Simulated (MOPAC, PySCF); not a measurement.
silicon carbide flake of 1 rings (benzene shape) `c1[siH]c[siH]c[siH]1`, neutral singlet in the gas phase. The geometry has D3h symmetry (within 0.05 Å) and had no frequency check at the DFT level, so a distortion to lower symmetry isn't ruled out.

Cartesian coordinates (Å):
```xyz
12

C     -1.5359    -0.8879    -0.0019
Si    -1.5311     0.8829    -0.0011
C     -0.0010     1.7741     0.0009
Si     1.5302     0.8845     0.0019
C      1.5369    -0.8862     0.0013
Si     0.0010    -1.7674    -0.0010
H     -2.4836    -1.4357    -0.0033
H     -2.8194     1.6258    -0.0022
H     -0.0015     2.8687     0.0013
H      2.8176     1.6288     0.0036
H      2.4852    -1.4330     0.0021
H      0.0017    -3.2545    -0.0016
```
Charge 0, multiplicity 1.

All levels are single points at this geometry (B3LYP-D3(BJ)/def2-SVP); Pople sets use spherical d functions. Orbital energies aren't observables, and empty levels follow the basis.

```csv
level,HOMO (eV),LUMO (eV),gap (eV),dipole (D),"vertical IE, Delta-SCF (eV)"
CAM-B3LYP-D3(BJ)/def2-SVP in PySCF,-7.41,0.00,7.41,0.00,7.99
PBE0-D3(BJ)/def2-SVP in PySCF,-6.37,-1.10,5.26,0.00,8.02
B3LYP/6-311+G** in PySCF,-6.23,-1.44,4.79,0.00,–
B3LYP/LANL2DZ in PySCF,-6.24,-1.33,4.91,0.00,–
SVWN5/6-31G* in PySCF,-5.49,-1.88,3.61,0.00,–
HF/6-31G* in PySCF,-8.06,2.16,10.22,0.00,–
HF/STO-3G in PySCF,-4.74,7.04,11.79,0.00,–
AM1 in MOPAC,-8.40,-0.76,7.64,0.00,–
PM6 in MOPAC,-7.79,0.14,7.94,0.00,–
```
